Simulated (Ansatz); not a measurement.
Ti2S. Charge 0, multiplicity 1. Geometry PBE-D4/def2-TZVP.

Cartesian coordinates in Å:
```
Ti 1.0033 0.2307 0.7008
Ti -0.0766 -1.1654 -0.4321
S -0.9267 0.9348 -0.2688
```

The restricted singlet is unstable towards broken spin symmetry at other levels; at PBE-D4/def2-SVP, PBE-D4/def2-TZVPD, r2SCAN-D4/def2-TZVPD, PBE0-D4/def2-SVP and others this wasn't settled. At PBE0-D4/def2-TZVP a quintet of charge 0 lies 0.29 eV below the restricted singlet, each at its own geometry. The structure comes from a short search, and lower isomers may exist.

(1) Estimate the orbital energies around the gap (eV) in Ansatz with PBE-D4/def2-SVP, PBE-D4/def2-TZVPD, r2SCAN-D4/def2-TZVPD, PBE0-D4/def2-SVP, PBE0-D4/def2-TZVPD.

Answers

(1) 
| orbital | PBE-D4/def2-SVP | PBE-D4/def2-TZVPD | r2SCAN-D4/def2-TZVPD | PBE0-D4/def2-SVP | PBE0-D4/def2-TZVPD |
| --- | --- | --- | --- | --- | --- |
| HOMO−9 | -36.19 | -36.55 | -37.89 | -39.68 | -39.99 |
| HOMO−8 | -36.08 | -36.41 | -37.73 | -39.60 | -39.88 |
| HOMO−7 | -34.52 | -34.89 | -36.32 | -38.10 | -38.42 |
| HOMO−6 | -15.36 | -15.74 | -16.38 | -17.33 | -17.69 |
| HOMO−5 | -6.54 | -6.91 | -7.11 | -7.57 | -7.92 |
| HOMO−4 | -6.09 | -6.41 | -6.63 | -7.12 | -7.42 |
| HOMO−3 | -6.00 | -6.39 | -6.57 | -6.93 | -7.27 |
| HOMO−2 | -4.06 | -4.32 | -4.37 | -4.81 | -5.08 |
| HOMO−1 | -3.61 | -4.05 | -4.26 | -4.74 | -5.05 |
| HOMO | -3.35 | -3.77 | -3.96 | -4.57 | -4.88 |
| LUMO | -3.02 | -3.49 | -3.26 | -1.64 | -2.13 |
| LUMO+1 | -2.19 | -2.72 | -2.54 | -1.62 | -1.81 |
| LUMO+2 | -2.16 | -2.40 | -2.24 | -0.95 | -1.61 |
| LUMO+3 | -1.88 | -2.33 | -2.14 | -0.69 | -1.30 |
| LUMO+4 | -1.57 | -2.07 | -1.86 | -0.56 | -1.01 |
| LUMO+5 | -1.45 | -1.91 | -1.68 | -0.21 | -0.77 |
